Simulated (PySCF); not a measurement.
**Atomic charges by several schemes**

Compound: C7H9ClO3.
Structure used (GFN2-xTB), in Å, numbered top down from 1:
```xyz
20
C7H9ClO3 angstrom
C      2.747   -1.193   -0.051
O      1.555   -0.653    0.507
C      1.194    0.562    0.129
O      1.789    1.254   -0.655
C     -0.106    1.010    0.819
O     -0.628    0.022    1.665
C     -1.362   -0.947    1.053
C     -1.767   -0.930   -0.209
C     -1.480    0.232   -1.115
C     -1.085    1.442   -0.280
Cl    -2.534    2.150    0.491
H      3.240   -1.758    0.737
H      3.391   -0.389   -0.412
H      2.488   -1.856   -0.878
H      0.142    1.864    1.462
H     -1.592   -1.743    1.744
H     -2.343   -1.749   -0.604
H     -0.663   -0.006   -1.806
H     -2.360    0.467   -1.717
H     -0.631    2.230   -0.884
```

Density: PBE0/pcSseg-1 (PySCF); schemes: Mulliken, IAO, Hirshfeld and ESP-fitted. The structure is a single GFN2-xTB conformer in the gas phase; no vibrational or solvent corrections. GFN2-xTB frequencies show an imaginary mode (34i cm⁻¹), so this geometry is no minimum at that level.

Task: Give the atomic charges in each scheme.

Result: In e:

```json
{"atom": "C1", "environment": "methoxy carbon", "Mulliken": "-0.044", "IAO": "-0.221", "Hirshfeld": "-0.030", "ESP-fitted": "-0.178"}
{"atom": "O2", "environment": "ester single-bonded oxygen", "Mulliken": "-0.439", "IAO": "-0.314", "Hirshfeld": "-0.087", "ESP-fitted": "-0.310"}
{"atom": "C3", "environment": "ester carbonyl carbon", "Mulliken": "+0.498", "IAO": "+0.502", "Hirshfeld": "+0.210", "ESP-fitted": "+0.803"}
{"atom": "O4", "environment": "ester carbonyl oxygen", "Mulliken": "-0.415", "IAO": "-0.472", "Hirshfeld": "-0.253", "ESP-fitted": "-0.537"}
{"atom": "C5", "environment": "sp3 carbon bound to oxygen", "Mulliken": "+0.093", "IAO": "+0.029", "Hirshfeld": "+0.033", "ESP-fitted": "-0.243"}
{"atom": "O6", "environment": "cyclic ether oxygen", "Mulliken": "-0.436", "IAO": "-0.324", "Hirshfeld": "-0.113", "ESP-fitted": "-0.189"}
{"atom": "C7", "environment": "vinylic carbon bearing oxygen", "Mulliken": "+0.227", "IAO": "+0.048", "Hirshfeld": "+0.014", "ESP-fitted": "-0.036"}
{"atom": "C8", "environment": "alkene CH carbon", "Mulliken": "-0.266", "IAO": "-0.252", "Hirshfeld": "-0.097", "ESP-fitted": "-0.285"}
{"atom": "C9", "environment": "allylic carbon", "Mulliken": "-0.110", "IAO": "-0.271", "Hirshfeld": "-0.082", "ESP-fitted": "+0.052"}
{"atom": "C10", "environment": "sp3 C–Cl carbon", "Mulliken": "-0.281", "IAO": "-0.104", "Hirshfeld": "+0.004", "ESP-fitted": "-0.228"}
{"atom": "Cl11", "environment": "alkyl chlorine", "Mulliken": "-0.085", "IAO": "-0.110", "Hirshfeld": "-0.063", "ESP-fitted": "-0.081"}
{"atom": "H12", "environment": "methyl hydrogen", "Mulliken": "+0.131", "IAO": "+0.166", "Hirshfeld": "+0.059", "ESP-fitted": "+0.134"}
{"atom": "H13", "environment": "methyl hydrogen", "Mulliken": "+0.134", "IAO": "+0.162", "Hirshfeld": "+0.045", "ESP-fitted": "+0.117"}
{"atom": "H14", "environment": "methyl hydrogen", "Mulliken": "+0.125", "IAO": "+0.156", "Hirshfeld": "+0.055", "ESP-fitted": "+0.129"}
{"atom": "H15", "environment": "methine hydrogen", "Mulliken": "+0.169", "IAO": "+0.185", "Hirshfeld": "+0.058", "ESP-fitted": "+0.208"}
{"atom": "H16", "environment": "vinylic hydrogen", "Mulliken": "+0.107", "IAO": "+0.167", "Hirshfeld": "+0.059", "ESP-fitted": "+0.167"}
{"atom": "H17", "environment": "vinylic hydrogen", "Mulliken": "+0.104", "IAO": "+0.161", "Hirshfeld": "+0.048", "ESP-fitted": "+0.144"}
{"atom": "H18", "environment": "methylene hydrogen", "Mulliken": "+0.153", "IAO": "+0.151", "Hirshfeld": "+0.043", "ESP-fitted": "+0.081"}
{"atom": "H19", "environment": "methylene hydrogen", "Mulliken": "+0.154", "IAO": "+0.162", "Hirshfeld": "+0.047", "ESP-fitted": "+0.078"}
{"atom": "H20", "environment": "methine hydrogen", "Mulliken": "+0.181", "IAO": "+0.180", "Hirshfeld": "+0.050", "ESP-fitted": "+0.174"}
```

Mean size of the charges over all atoms: ESP-fitted 0.209 e, Mulliken 0.208 e, IAO 0.207 e, Hirshfeld 0.072 e. Each set sums to the total charge, 0, to within 0.001 e. The Mulliken scheme gives each basis function's population to the atom it is centred on and halves the overlap population of two atoms between them. The Hirshfeld scheme weights the molecular density at each point by an atom's share of the summed free-atom densities.

Lowest charge. The schemes don't all agree: Mulliken O2 (-0.439); IAO O4 (-0.472); Hirshfeld O4 (-0.253); ESP-fitted O4 (-0.537).

Highest charge. All schemes agree: Mulliken C3 (+0.498); IAO C3 (+0.502); Hirshfeld C3 (+0.210); ESP-fitted C3 (+0.803).

Task: How closely do the schemes follow one another over all atoms?

Result: Correlation coefficient and root-mean-square difference: IAO with Hirshfeld 0.96, 0.151 e; Mulliken with IAO 0.93, 0.091 e; Mulliken with Hirshfeld 0.89, 0.169 e; IAO with ESP-fitted 0.88, 0.129 e; Hirshfeld with ESP-fitted 0.87, 0.197 e; Mulliken with ESP-fitted 0.84, 0.147 e.

Task: Sum the charges by element, for elements with more than one atom.

Result: 
```tsv
element	atoms	Mulliken	IAO	Hirshfeld	ESP-fitted
C	7	+0.118	-0.268	+0.052	-0.116
O	3	-1.291	-1.111	-0.453	-1.035
H	9	+1.257	+1.489	+0.463	+1.232
```

Task: How many electrons does the ESP-fitted scheme count on C1?

Result: Z − q = 6 − (-0.178) = 6.178.
